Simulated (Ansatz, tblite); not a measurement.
Forces on CoF₂ at its r2SCAN-D4/def2-TZVP geometry. Total charge 0; quartet.

The xTB rows come from tblite.

GFN1-xTB (tblite), largest force 1.18 eV/Å:

```xyz
3
positions Å, forces eV/Å
Co    0.000    0.000    0.000    0.000    0.000    0.000
F    -0.093   -0.909   -1.457    0.064    0.625    1.002
F     0.093    0.909    1.457   -0.064   -0.625   -1.002
```

GFN2-xTB (tblite), largest force 1.85 eV/Å:

```
Co 0.000 0.000 0.000
F 0.100 0.978 1.567
F -0.100 -0.978 -1.567
```

PBE-D4/def2-TZVP (Ansatz), largest force 0.29 eV/Å:

```
Co 0.000 0.000 0.000
F -0.015 -0.152 -0.243
F 0.015 0.152 0.243
```
